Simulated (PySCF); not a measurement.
BiI₂, SMILES [Bi]([I])[I], multiplicity 2.

Geometry: PBE0-D3(BJ)/def2-SVP. The multiplicity is an assumed one; other spin states were not compared. The isomer is the one that the SMILES or the coordinates give; other isomers of the formula were not compared. The def2 effective core potentials stand for the cores of Bi, I; spin–orbit coupling is left out.

Method: CAM-B3LYP/def2-TZVPD in PySCF.

Computed frontier levels, dipole moment and polarisability:
| Item | Value |
|---|---|
| α spin, highest occupied and lowest empty level | -7.27 and -1.85 eV |
| β spin, highest occupied and lowest empty level | -8.70 and -2.68 eV |
| dipole moment | 2.84 D |
| quadrupole, principal values (traceless, Buckingham form, about the centre of nuclear charge) | -5.81, -1.16, 6.97 D·Å |
| mean static polarisability | 126.1 bohr³ (18.69 Å³) |
| polarisability, principal values | 89.6, 117.4, 171.4 bohr³ |
| ⟨S²⟩ | 0.754 (pure state 0.75) |
